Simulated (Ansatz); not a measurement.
Molecule: sum formula AlOH3, charge 0, multiplicity 1. SMILES: [OH][AlH2]
Coordinates optimised at B3LYP-D3(BJ)/def2-TZVP (Ansatz, a quantum-chemistry and plane-wave program):
```xyz
5

O      1.0824    -0.2049    -0.0084
Al    -0.5960     0.0639     0.0079
H      1.7380     0.4912    -0.0688
H     -1.1551     1.5379    -0.0801
H     -1.4942    -1.2206     0.1130
```
Charge 0, spin multiplicity 1.

PBE beside other levels, property by property. Cores are frozen in the correlated levels unless marked. UHF or UKS for open shells. Spin-orbit coupling is left out. Non-relativistic. CBS marks a two-point X^-3 extrapolation of the correlation energy; Hartree-Fock from the larger set (for Q and 5 zeta extrapolated as (X+1)exp(-9√X)). Atomisation energies are electronic, to ground-state atoms; the column to compare with has the core term from cc-pwCVTZ added, other frozen-core levels have none. Vertical energies are electronic, to the SCF solution reached for that spin. The coupled-cluster column (Ansatz) is a level with limits of its own: (a) CCSD(T)/CBS(aug-cc-pV(T+d)Z,aug-cc-pV(Q+d)Z); (b) CCSD(T)/CBS(cc-pV(Q+d)Z,cc-pV(5+d)Z).

| property | PBE/def2-TZVPD (Ansatz) | r2SCAN-D4/def2-TZVPD (Ansatz + dftd4) | wB97M-V/def2-TZVPD (Ansatz) | CCSD(T)/aug-cc-pV(D+d)Z (Ansatz) | coupled cluster |
|---|---|---|---|---|---|
| vertical ionisation energy to the doublet (eV) | 10.53 | 10.68 | 11.13 | 11.17 | 11.32 (a) |
| atomisation energy (kcal/mol) | 359.8 | 363.7 | 364.9 | 343.4 | 367.1 (b) |

As the rows show:
- vertical ionisation energy to the doublet: PBE lies 0.79 eV below coupled cluster.
- atomisation energy: PBE lies 7.3 kcal/mol below coupled cluster.
